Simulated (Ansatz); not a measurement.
Consider the redistribution: `C=[C](C)[InH2]` + `BC(=C)[O][GeH3]` → `BC(=C)[O][InH2]` + `C=[C](C)[GeH3]`.

Isolated molecules relaxed with PBE0-D4/def2-TZVP in Ansatz; ΔE leaves out vibrations. CCSD(T)/CBS adds triple-zeta CCSD(T) − MP2 to the extrapolated MP2 energy (def2 sets, frozen cores). DFT in def2-TZVPP. B3LYP here is the variant with VWN-RPA as its local correlation; programs differ in this. Elements past krypton have def2 core potentials. For Ge, In outer-core shells are correlated without core-valence functions, which leaves a few kJ/mol of doubt a bond. Scalar relativity is left out up to krypton. Each species was taken in one conformer, which may not be the lowest.

```csv
level,ΔE (kJ/mol)
B3LYP-D4,-29.0
ωB97X-V,-26.7
ωB97M-V,-25.1
HF/def2-TZVPP,-20.6
SCS-MP2/def2-TZVPP,-23.9
CCSD/def2-TZVPP,-25.1
CCSD(T)/def2-TZVPP,-25.9
MP2/CBS(def2),-32.4
```

Question: What does CCSD(T)/CBS give? (Estimate.)

Answer: Ansatz gave: -33.1 kJ/mol. The listed levels differ from it by 4.1, 6.4, 8.0, 12.5, 9.2, 8.0, 7.2, 0.7 kJ/mol.

Largest T1 diagnostic among the species: 0.017.

In def2-TZVPP, CCSD(T) changes the Hartree–Fock value by −5.3 kJ/mol (the triples alone add −0.8 kJ/mol) and MP2 by −4.6 kJ/mol. From PBE to PBE0 (25 % exact exchange), in def2-TZVPP and without D4, ΔE moves by +4.3 kJ/mol.

CCSD(T)/CBS has its own doubt, a few kJ/mol and more with outer-core shells, so smaller differences from it don't rank the levels.
